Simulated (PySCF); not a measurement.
A run that did not reach its result, on `C=Nc1cc[n-]c1` (driver script around PySCF, density fitting, GFN2-xTB geometry as the base; each input is a line of settings and coordinates in Å).

Command:
```bash
OMP_NUM_THREADS=1 python probes_run.py task.json out
```
Input:
```
{"job": {"kind": "uv", "xc": "PBE0", "basis": "def2-SVPD", "nstates": 25, "ntriplets": 5, "tda": false, "max_iter": 1, "scf": {"max_cycle": 56}}, "charge": -1, "multiplicity": 1}
C     -2.380712    -0.196720     0.115889
N     -1.279957    -0.833049     0.126895
C     -0.057234    -0.240352     0.046500
C      1.167506    -0.964532     0.058949
C      2.155780    -0.020571    -0.038824
N      1.656649     1.245983    -0.113428
C      0.333520     1.109692    -0.061638
H     -2.498856     0.891969     0.042181
H     -3.300813    -0.769332     0.185349
H      1.278530    -2.035065     0.131133
H      3.227797    -0.173932    -0.061549
H     -0.301013     1.985222    -0.104449
```

Output:
```
final grid: 104888 points
cycle   1  E = -302.3813480092  dE =  1.226e+00  |g| = 5.139e-01  |ddm| = 7.024e+00
cycle   2  E = -302.2467625163  dE =  1.346e-01  |g| = 8.868e-01  |ddm| = 8.875e+00
cycle   3  E = -302.4672275205  dE = -2.205e-01  |g| = 1.434e-01  |ddm| = 6.099e+00
cycle   4  E = -302.4722120130  dE = -4.984e-03  |g| = 5.290e-02  |ddm| = 5.760e-01
cycle   5  E = -302.4728098864  dE = -5.979e-04  |g| = 2.660e-02  |ddm| = 2.384e-01
cycle   6  E = -302.4729800044  dE = -1.701e-04  |g| = 5.213e-03  |ddm| = 8.209e-02
cycle   7  E = -302.4729858892  dE = -5.885e-06  |g| = 1.526e-03  |ddm| = 1.525e-02
cycle   8  E = -302.4729864151  dE = -5.259e-07  |g| = 3.106e-04  |ddm| = 4.633e-03
cycle   9  E = -302.4729864420  dE = -2.695e-08  |g| = 8.091e-05  |ddm| = 1.122e-03
cycle  10  E = -302.4729864434  dE = -1.341e-09  |g| = 3.882e-05  |ddm| = 4.687e-04
cycle  11  E = -302.4729864437  dE = -3.555e-10  |g| = 6.980e-06  |ddm| = 1.106e-04
converged SCF energy = -302.4729864437

Static polarisability (au): isotropic 90.402, principal 51.317 81.320 138.569

Singlet excitations
state   eV       nm        f      main configurations
  1   4.0000    310.0   0.09009   H->L 0.78, H-1->L 0.21
  2   4.2279    293.3   0.00166   H->L+1 0.95
  3   4.2370    292.6   0.00416   H-2->L 0.92
  4   4.8803    254.1   0.41049   H-1->L 0.76, H->L 0.19
  5   4.8922    253.4   0.00421   H->L+2 0.84, H-1->L+1 0.12
  6   5.0279    246.6   0.00455   H-1->L+1 0.83, H->L+2 0.13
  7   5.3458    231.9   0.00950   H->L+3 0.98
  8   5.4976    225.5   0.00027   H-3->L 0.92
  9   5.5248    224.4   0.00487   H-2->L+1 0.97
 10   5.5330    224.1   0.01194   H-1->L+2 0.93
 11   5.7293    216.4   0.00623   H->L+4 0.97
 12   6.0201    206.0   0.01332   H-1->L+3 0.92
 13   6.1169    202.7   0.00002   H->L+5 0.93
 14   6.2191    199.4   0.00214   H-2->L+2 0.94
 15   6.3593    195.0   0.00331   H-1->L+4 0.96
 16   6.5460    189.4   0.00647   H-2->L+3 0.75, H-3->L+1 0.20
 17   6.7563    183.5   0.00014   H->L+7 0.90, H-1->L+5 0.08
 18   6.7889    182.6   0.01659   H-3->L+1 0.71, H-2->L+3 0.21
 19   6.7899    182.6   0.00140   H-1->L+5 0.90
 20   6.9894    177.4   0.04955   H-2->L+4 0.84
 21   7.1030    174.6   0.19806   H->L+6 0.69, H-1->L+9 0.09
 22   7.1975    172.3   0.01069   H-2->L+6 0.95
 23   7.2380    171.3   0.00040   H->L+8 0.97
 24   7.3997    167.6   0.21243   H-1->L+6 0.32, H-2->L+5 0.30, H->L+9 0.15
 25   7.4877    165.6   0.01269   H-1->L+7 0.87

Triplet excitations (Tamm-Dancoff, eV): 2.4856 3.3920 3.5920 4.1570 4.7998
```

The run took 47 s of wall time on one thread, Intel Xeon at 2.50 GHz (x86_64), on a shared host, and the process peaked at 0.88 GiB of memory.

Q: Diagnose the run.

A: The SCF converged, but the response equations did not; the solver for the singlets was capped at 1 iteration. Lift the cap. The SCF energy stands for these settings; the response results printed after it shouldn't be used.

Conformer computed: `[CH2:1]=[N:2][c:3]1[cH:4][cH:5][n-:6][cH:7]1`: C1–N2–C3–C4 180°.
